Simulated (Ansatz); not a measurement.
One change: `[CH3][AlH][C](=N)Cl` becomes `N=C(Cl)[SeH]`.

Ansatz, PBE0-D4/def2-TZVP geometries, multiplicity 1. Each molecule was computed in one conformer, which needn't be the lowest.

Scalar relativity is left out up to krypton. Spin–orbit coupling is left out; it splits and shifts lone-pair levels of the heavy atoms by tenths of an eV.

```tsv
property	`[CH3][AlH][C](=N)Cl`
size of the dipole moment (B3LYP/def2-TZVPP) / D	3.16
HOMO–LUMO gap (PBE0/def2-TZVPP) / eV	5.31
LUMO energy (PBE/def2-TZVPP) / eV	-2.92
LUMO energy (PBE0/def2-TZVPP) / eV	-2.10
ideal-gas entropy at 298 K and 1 bar (rigid rotor, harmonic PBE0-D4/def2-TZVP) / J/(mol·K)	375
HOMO energy (PBE/def2-TZVPP) / eV	-6.06
```

**Question.** What does the change do to each property? (An estimate is asked.)

**Answer.** The calculation gave: 
| property | `N=C(Cl)[SeH]` | shift |
| --- | --- | --- |
| size of the dipole moment (B3LYP/def2-TZVPP) / D | 2.08 | -1.08 |
| HOMO–LUMO gap (PBE0/def2-TZVPP) / eV | 6.49 | 1.18 |
| LUMO energy (PBE/def2-TZVPP) / eV | -1.95 | 0.97 |
| LUMO energy (PBE0/def2-TZVPP) / eV | -1.03 | 1.07 |
| ideal-gas entropy at 298 K and 1 bar (rigid rotor, harmonic PBE0-D4/def2-TZVP) / J/(mol·K) | 316 | -59 |
| HOMO energy (PBE/def2-TZVPP) / eV | -6.36 | -0.30 |

With PBE0 the HOMO falls by 0.11 eV and the LUMO rises by 1.07 eV, so the gap widens by about 1.18 eV. PBE moves the HOMO by -0.30 eV and ωB97M-V by -0.01 eV. The zero-point energy changes by -89.0 kJ/mol with -12 modes. Dipoles are sizes alone; their direction can turn. Modes under 60 cm⁻¹, often nearly free rotors, make the harmonic entropy too high.

Positive LUMOs are unbound, so they and the gaps depend on the basis.

B3LYP here is the variant with VWN-RPA as its local correlation; programs differ in this.
